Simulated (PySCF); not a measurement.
Geometries of 5 isomers of C5H8Si, from PBE0-D3(BJ)/def2-SVP geometry optimisation, gas phase in PySCF 2.14.0. One conformer each, no zero-point energy, no frequencies.

Question: Which isomer lies lowest at this level?
A.
```xyz
14
angstrom
C      3.221    0.813    0.406
C      2.286    0.044    0.355
C      1.135   -0.838    0.322
Si    -0.427    0.007    0.973
C     -2.076   -0.554    0.330
C     -1.590    0.803   -0.229
H      4.057    1.486    0.449
H      0.922   -1.170   -0.709
H      1.328   -1.749    0.915
H     -0.311    0.540    2.353
H     -2.953   -0.528    0.986
H     -2.121   -1.386   -0.383
H     -1.324    0.828   -1.292
H     -2.158    1.690    0.075
```
B.
```xyz
14
angstrom
C      3.864   -0.380   -0.688
C      2.674   -0.144   -0.757
C      1.280    0.125   -0.859
C      0.458    0.330    0.191
Si    -1.372    0.671    0.004
C     -2.400   -0.593    0.940
H      4.916   -0.585   -0.625
H      0.881    0.160   -1.881
H      0.902    0.283    1.194
H     -1.689    0.639   -1.458
H     -1.681    2.042    0.524
H     -2.195   -1.610    0.573
H     -2.169   -0.564    2.016
H     -3.475   -0.390    0.818
```
C.
```xyz
14
angstrom
C      2.734    0.431    1.486
C      1.672    0.243    0.927
C      0.440    0.074    0.230
Si     0.095    1.276   -1.193
C     -0.429   -0.900    0.585
C     -1.741   -1.178   -0.057
H      3.672    0.584    1.987
H      1.254    2.201   -1.339
H     -0.109    0.536   -2.477
H     -1.141    2.075   -0.923
H     -0.153   -1.554    1.423
H     -1.775   -2.211   -0.443
H     -2.559   -1.097    0.679
H     -1.966   -0.497   -0.890
```
D.
```xyz
14
angstrom
C     -2.866    0.200    0.181
C     -1.582    0.582    0.170
Si    -0.166   -0.604   -0.091
C      1.189   -0.119   -1.281
C      2.081   -0.061   -0.268
C      1.374   -0.413    1.027
H     -3.689    0.908    0.331
H     -3.154   -0.848    0.039
H     -1.353    1.647    0.313
H     -0.750   -1.979   -0.211
H      1.384    0.082   -2.337
H      3.149    0.195   -0.343
H      1.360    0.402    1.771
H      1.760   -1.319    1.524
```
E.
```xyz
14
angstrom
C     -1.018    2.208    1.272
C     -1.008    1.277    0.491
C     -0.924    0.141   -0.366
C     -1.667    0.024   -1.484
Si     0.313   -1.197    0.146
C      2.033   -0.468    0.306
H     -1.044    3.043    1.947
H     -2.379    0.798   -1.788
H     -1.582   -0.857   -2.126
H     -0.119   -1.780    1.453
H      0.266   -2.265   -0.901
H      2.762   -1.239    0.599
H      2.360   -0.025   -0.647
H      2.039    0.322    1.073
```

Answer: D. That is `C=C[Si@H]1C=CC1`, 16.8 kcal/mol below the next.

```tsv
SMILES	atoms numbered as above	E (Eh)	relative (kcal/mol)	relative (kJ/mol)	dipole (D)
C=C[Si@H]1C=CC1	[CH2:1]=[CH:2][Si@H:3]1[CH:4]=[CH:5][CH2:6]1	-484.19237	0.0	0.0	0.54
C#CC(=C)[SiH2]C	[CH:1]#[C:2][C:3](=[CH2:4])[SiH2:5][CH3:6]	-484.16553	16.8	70.5	0.61
C#C/C=C/[SiH2]C	[CH:1]#[C:2]/[CH:3]=[CH:4]/[SiH2:5][CH3:6]	-484.16464	17.4	72.8	0.76
C#C/C([SiH3])=C/C	[CH:1]#[C:2]/[C:3]([SiH3:4])=[CH:5]/[CH3:6]	-484.15540	23.2	97.1	1.34
C#CC[SiH]1CC1	[CH:1]#[C:2][CH2:3][SiH:4]1[CH2:5][CH2:6]1	-484.14788	27.9	116.8	0.61
```

As drawn, the lowest has a four-membered ring and a C=C bond outside aromatic rings, which the highest lacks; the highest has a three-membered ring and a C≡C bond, which the lowest lacks.
